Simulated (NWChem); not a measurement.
System: H₂BO₃ anion

Output (shortened):

```
             Northwest Computational Chemistry Package (NWChem) 7.3.0
             --------------------------------------------------------

 C2  symmetry detected

                             Geometry "geometry" -> ""
                             -------------------------

 Output coordinates in angstroms (scale by  1.889725989 to convert to a.u.)

  No.       Tag          Charge          X              Y              Z
 ---- ---------------- ---------- -------------- -------------- --------------
    1 O                    8.0000     0.00000000     0.00000000    -1.48376192
    2 B                    5.0000     0.00000000     0.00000000    -0.20325556
    3 O                    8.0000    -0.00094113    -1.21246404     0.61083690
    4 O                    8.0000     0.00094113     1.21246404     0.61083690
    5 H                    1.0000     0.01738132    -1.04191759     1.55649135
    6 H                    1.0000    -0.01738132     1.04191759     1.55649135

 Effective nuclear repulsion energy (a.u.)     105.2202344925

      Symmetry information
      --------------------

 Group name             C2
 Group number              4
 Group order               2
 No. of unique centers     4

  pbe96 is a nonlocal functional; adding pw91lda local functional.

                                 NWChem DFT Module
                                 -----------------

 Summary of "ao basis" -> "ao basis" (spherical)
 ------------------------------------------------------------------------------
       Tag                 Description            Shells   Functions and Types
 ---------------- ------------------------------  ------  ---------------------
 O                         def2-svpd                 9       23   4s3p2d
 B                         def2-svpd                 8       20   4s2p2d
 H                         def2-svpd                 4        8   2s2p

      Symmetry analysis of basis
      --------------------------

        a          56
        b          49

            General Information
            -------------------
          SCF calculation type: DFT
          Wavefunction type:  closed shell.
          No. of atoms     :     6
          No. of electrons :    32
           Alpha electrons :    16
            Beta electrons :    16
          Charge           :    -1
          Spin multiplicity:     1
          Use of symmetry is: on ; symmetry adaption is: on
          Maximum number of iterations: 150
          AO basis - number of functions:   105
                     number of shells:    43
          Convergence on energy requested:  1.00D-06
          Convergence on density requested:  1.00D-05
          Convergence on gradient requested:  5.00D-04

              XC Information
              --------------
                        RevPBE Exchange Functional  1.000
            Perdew 1991 LDA Correlation Functional  1.000 local
           PerdewBurkeErnz. Correlation Functional  1.000 non-local

             Grid Information
             ----------------
          Grid used for XC integration:  medium
          Radial quadrature: Mura-Knowles
          Angular quadrature: Lebedev.
          Tag              B.-S. Rad. Rad. Pts. Rad. Cut. Ang. Pts.
          ---              ---------- --------- --------- ---------
          O                   0.60       49          10.0       434
          B                   0.85       49           9.0       434
          H                   0.35       45          11.0       434
          Grid pruning is: on
          Number of quadrature shells:   192
          Spatial weights used:  Erf1

      Superposition of Atomic Density Guess
      -------------------------------------

 Sum of atomic energies:        -249.58555393

 Renormalizing density from      31.00 to     32

      Non-variational initial energy
      ------------------------------

 Total energy =    -255.628936
 1-e energy   =    -568.299053
 2-e energy   =     207.449883
 HOMO         =      -0.101234
 LUMO         =       0.197224

      Symmetry analysis of molecular orbitals - initial
      -------------------------------------------------

  Numbering of irreducible representations:

     1 a           2 b

  Orbital symmetries:

     1 a           2 a           3 b           4 a           5 a
     6 b           7 a           8 a           9 b          10 a
    11 b          12 a          13 b          14 a          15 b
    16 b          17 a          18 a          19 b          20 b
    21 b          22 a          23 a          24 a          25 b
    26 b

     ---------------------------------------------
      Total Density - Mulliken Population Analysis
     ---------------------------------------------

    Atom       Charge   Shell Charges
 -----------   ------   -------------------------------------------------------
    1 O    8     9.31   1.99  1.07  0.75  0.23  2.94  2.09  0.22  0.01  0.01
    2 B    5     3.54   1.99  0.70 -0.21 -0.03  1.08 -0.19  0.19  0.01
    3 O    8     8.79   1.99  1.04  0.68  0.12  2.76  1.98  0.22  0.00  0.01
    4 O    8     8.79   1.99  1.04  0.68  0.12  2.76  1.98  0.22  0.00  0.01
    5 H    1     0.78   0.61  0.11  0.06  0.01
    6 H    1     0.78   0.61  0.11  0.06  0.01

[...]
```

Level: revPBE/def2-SVPD. Structure relaxed at the B3LYP/def2-SVPD level. The highest occupied level is positive, so the extra electron may be held by the finite basis.

Problem. Write an input that gives this output.

Solution. One answer among several that fit: the input that was run:
```
start job
memory heap 200 mb stack 900 mb global 1100 mb
charge -1
geometry units angstroms noautoz
  O      0.005702    -1.488052     0.000007
  B      0.000807    -0.207555     0.000002
  O     -1.214765     0.601893    -0.000291
  O      1.210146     0.611170     0.000291
  H     -1.047834     1.548194     0.017924
  H      1.035967     1.556164    -0.017956
end
basis spherical
  * library def2-svpd
end
dft
  xc revpbe cpbe96
  iterations 150
  mulliken
end
task dft energy
```
